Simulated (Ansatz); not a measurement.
Reaction (ligand exchange at the Si–C bond): `[SiH3]C=C([SiH3])[SiH3]` + `[OH][AlH2]` → `[AlH2][O][SiH3]` + `[SiH3]/C=C/[SiH3]`

Computed with Ansatz on PBE0-D4/def2-TZVP structures; ΔE is electronic, products minus reactants. CBS: MP2 limit from def2 TZ/QZ plus the TZ coupled-cluster correction, frozen cores. This one scheme is used for every species. Functionals use def2-TZVPP.

Problem. Is it downhill or uphill in electronic energy at CCSD(T)/CBS, and by how much? (Best estimate.)

Solution. The calculation gave: Downhill: ΔE = -114.1 kJ/mol.

Problem. What do these levels give: PBE0-D4, r2SCAN, CCSD/def2-TZVPP, CCSD(T)/def2-TZVPP, MP2/CBS(def2), CCSD/CBS(def2)? (Estimate.)

Solution. Ansatz gave: PBE0-D4 -104.5, r2SCAN -114.9, CCSD/def2-TZVPP -121.6, CCSD(T)/def2-TZVPP -115.1, MP2/CBS(def2) -113.5, CCSD/CBS(def2) -120.5 kJ/mol.

Largest T1 diagnostic among the species: 0.013.

From PBE to PBE0 (25 % exact exchange), in def2-TZVPP and without D4, ΔE moves by −8.1 kJ/mol. In def2-TZVPP, CCSD(T) changes the Hartree–Fock value by +38.1 kJ/mol (the triples alone add +6.4 kJ/mol) and MP2 by +38.8 kJ/mol. The D4 term adds +12.0 kJ/mol with B3LYP and +6.7 kJ/mol with PBE0; it sums over pairs of atoms, weighted by their polarisabilities, and B3LYP, whose exchange is more repulsive, gets the larger term.

B3LYP here is the variant with VWN-RPA as its local correlation; programs differ in this.
